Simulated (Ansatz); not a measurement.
The lowest singlet and triplet of C2H2 (SMILES C#C); geometries from B3LYP-D3(BJ)/def2-TZVP, each state relaxed from the structure named, with no frequency check.
Singlet at the triplet's geometry (charge 0, multiplicity 1):
```xyz
4

C      0.639     0.174    -0.120
C     -0.634    -0.190    -0.123
H      1.278     0.416     0.732
H     -1.307    -0.323     0.727
```

A positive gap puts the triplet lower; no zero-point energy. R- takes a restricted singlet. U- takes an unrestricted singlet (broken symmetry where lower, unprojected). The triplet is unrestricted in single-reference levels. Active spaces average the two states.

Frozen-core correlation.

Run with Ansatz (Gaussian orbitals). Each number belongs to the level named beside it.

```csv
level,"gap E(singlet) − E(triplet), vertical, at the triplet's geometry (kcal/mol)"
R-HF/cc-pVDZ,2.72
R-wB97X-V/def2-TZVPP,-36.58
U-wB97X-V/def2-TZVPP (spin-contaminated),-37.01
R-MP2/cc-pVDZ,___
R-CCSD(T)/cc-pVTZ,-45.33
R-CCSDT/cc-pVDZ,___
"SC-NEVPT2 on SA-CASSCF(4,4)/cc-pVTZ",-45.53
"FIC-MRCISD+Q on SA-CASSCF(4,4)/cc-pVTZ",-45.22
"FIC-MRCISD+Q on SA-CASSCF(4,4)/cc-pVQZ",-45.63
```

Question: Complete the blanks.

Answer: 
- R-MP2/cc-pVDZ, gap E(singlet) − E(triplet), vertical, at the triplet's geometry (kcal/mol): -51.10
- R-CCSDT/cc-pVDZ, gap E(singlet) − E(triplet), vertical, at the triplet's geometry (kcal/mol): -43.45

Doubts at one or more of the structures used: a restricted determinant that unrestricted orbitals would lower (R-HF/cc-pVDZ, R-wB97X-V/def2-TZVPP, R-MP2/cc-pVDZ, R-CCSD(T)/cc-pVTZ, R-CCSDT/cc-pVDZ).

Ansatz is a quantum-chemistry and plane-wave program.
